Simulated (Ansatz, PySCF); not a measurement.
Scan of C₂H₆Be, singlet: bend at the central Be, local threefold symmetry of each CH3 group. Scanned: C-Be-C angle. Other coordinates (Be-C length, H-C-Be angle, C-H length) were minimised at B3LYP/def2-TZVP.

- RKS-PBE/def2-TZVP = restricted PBE/def2-TZVP run with Ansatz (a quantum-chemistry and plane-wave program)
- PBE0/def2-TZVP, density fitting (PySCF)
- M06-2X/def2-TZVP, density fitting (PySCF)

Energies relative to the lowest point of each profile, in eV; the last columns give the difference from M06-2X:

```csv
a / °,RKS-PBE/def2-TZVP,PBE0,M06-2X,RKS-PBE/def2-TZVP − M06-2X,PBE0 − M06-2X
180,0.000,0.000,0.000,0.000,0.000
172.50,0.013,0.013,0.014,-0.001,-0.001
165,0.053,0.054,0.056,-0.003,-0.002
157.50,0.120,0.123,0.126,-0.006,-0.003
150,0.216,0.220,0.226,-0.010,-0.006
142.50,0.341,0.348,0.356,-0.015,-0.008
135,0.499,0.509,0.519,-0.020,-0.010
127.50,0.692,0.706,0.717,-0.025,-0.010
120,0.925,0.945,0.954,-0.029,-0.009
112.50,1.205,1.232,1.239,-0.034,-0.007
105,1.542,1.578,1.582,-0.040,-0.004
97.50,1.953,2.000,2.001,-0.049,-0.001
90,2.464,2.528,2.527,-0.064,0.000
```

RKS-PBE/def2-TZVP is furthest from M06-2X at 90 (-0.064 eV, below); its mean absolute difference over the points is 0.023 eV.

PBE0 is furthest from M06-2X at 127.50 (-0.010 eV, below); its mean absolute difference over the points is 0.005 eV.
